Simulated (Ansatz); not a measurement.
Calculated with Ansatz (gas phase, PBE0-D4/def2-TZVP geometries, no zero-point term in ΔE). CBS: MP2 limit from def2 TZ/QZ plus the TZ coupled-cluster correction, frozen cores. This one scheme is used for every species. Functionals use def2-TZVPP. No spin–orbit coupling; open shells (•) take unrestricted orbitals. One conformer a species, not always the lowest.

`CC(=O)OB(F)F` → `C[C]=O`• + `[O]B(F)F`•  (homolysis of the C–O bond)

CCSD(T)/CBS gives +4.66 eV.

(1) Another level gave +4.11 eV. Which?
A. ωB97M-V/def2-TZVPP
B. PBE-D4/def2-TZVPP
C. MP2/def2-TZVPP
D. BLYP/def2-TZVPP

(2) What do rigid-rotor, harmonic-oscillator terms from PBE0-D4/def2-TZVP frequencies (298.15 K, 1 bar) make of the CCSD(T)/CBS value? (Estimate.)

Largest T1 diagnostic among the species: 0.019.

Answers

(1) D. BLYP 4.11, PBE-D4 4.54, MP2/def2-TZVPP 4.90, ωB97M-V 4.63 eV.

(2) The calculation gave: ΔZPE = -0.18 eV, ΔH = +4.51 eV, ΔS = 177 J/(mol·K), ΔG = +3.96 eV. Open shells count their whole term as degenerate. Modes under 50 cm⁻¹ make the entropy rough.

The D4 term adds +0.13 eV with B3LYP and +0.07 eV with PBE0; it sums over pairs of atoms, weighted by their polarisabilities, and B3LYP, whose exchange is more repulsive, gets the larger term. Leaving LDA and LC-ωPBE aside and taking each functional with its dispersion term where it has one, the values, not all of them listed here, spread over 0.35 eV, from BHLYP-D4 to PBE-QIDH. LDA lies +1.02 eV from PBE without D4, its usual overbinding.

B3LYP here is the variant with VWN-RPA as its local correlation; programs differ in this.
